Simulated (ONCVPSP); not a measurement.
Building the ONCV potential for iron (PBE, fully relativistic).

- Element: Fe
- Generator: ONCVPSP 4.0.1
- Type: optimised norm-conserving Vanderbilt (ONCV)
- Functional: PBE
- Relativity: fully relativistic
- Frozen core: [Ne]
- Valence charge: 16
- Reference configuration: 3s2 3p6 3d6 4s2
- Partial waves: 3s+4s: rc 1.20 bohr, ncon 3, nbas 7, qcut 8.9 1/bohr, 2 projectors; 3p: rc 0.80 bohr, ncon 4, nbas 7, qcut 11.9 1/bohr, 2 projectors, debl 1.6 Ha; 3d: rc 1.35 bohr, ncon 3, nbas 8, qcut 11.7 1/bohr, 1 projector
- Local potential: polynomial inside 0.70 bohr (lpopt 5, dvloc0 2 Ha)
- Core correction: Teter function, fcfact 3.5, rcfact 1.35

Open shells are filled in proportion to 2j + 1.

In the p channel the program set the typed energies aside and used -2.187, 0.250 Ha (j = l + 1/2; the other j can differ).

* Cutoffs needed: 63 Ha and 136 Ha (the cutoffs (Ha) at which the residual kinetic energy of the hardest occupied pseudo-wave falls to 1 and 0.1 mHa per electron)
* Ghost test: no bound ghost flagged; GHOST(+) flagged for s at 324.3 eV
* Largest excitation error: -6.0 meV (all-electron minus pseudo) for 3s2 3p6 3d5 4s0, out of 4 test configurations
* rms error of d²Exc/dni dnj: 8.03 mHa without and 6.09 mHa with the model core
